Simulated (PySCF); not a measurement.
Which level of theory gave which numbers?

Compound: CH7AlFN.
SMILES: `[CH3][Al@H-]([NH3+])[F]`

The closed-shell ground state was solved 7 times with PySCF (density fitting, gas phase), always in the def2-SVPD basis (143 functions), with these functionals: B3LYP, BHandHLYP, CAM-B3LYP, LC-wPBE, PBE, PBE0 and wB97X-D. Geometry: PBE0-D3(BJ)/def2-SVP; no solvent, vibrations or thermal averaging.

```csv
row,total energy (Eh),HOMO (eV),LUMO (eV),dipole (D)
P,-439.1823,-8.73,0.16,5.56
Q,-439.2794,-7.12,-0.80,5.52
R,-439.1538,-8.56,0.01,5.59
S,-438.9226,-7.32,-0.46,5.54
T,-439.1899,-9.23,1.16,5.55
U,-439.0664,-10.09,1.23,5.61
V,-438.8810,-6.02,-1.20,5.45
```

**Question.** Which functional belongs to which row?

**Answer.** P = CAM-B3LYP, Q = B3LYP, R = BHandHLYP, S = PBE0, T = wB97X-D, U = LC-wPBE, V = PBE. By rising HOMO–LUMO gap: PBE (GGA) 4.82 eV; B3LYP (global hybrid, 20 % exact exchange) 6.32 eV; PBE0 (global hybrid, 25 % exact exchange) 6.86 eV; BHandHLYP (global hybrid, 50 % exact exchange) 8.57 eV; CAM-B3LYP (range-separated hybrid) 8.89 eV; wB97X-D (range-separated hybrid) 10.39 eV; LC-wPBE (range-separated hybrid) 11.32 eV. Total energies of different functionals aren't bounds to one another; each is stationary for its own functional.

Note: wB97X-D ran without an empirical dispersion term, which enters the total energy and its gradient alone.
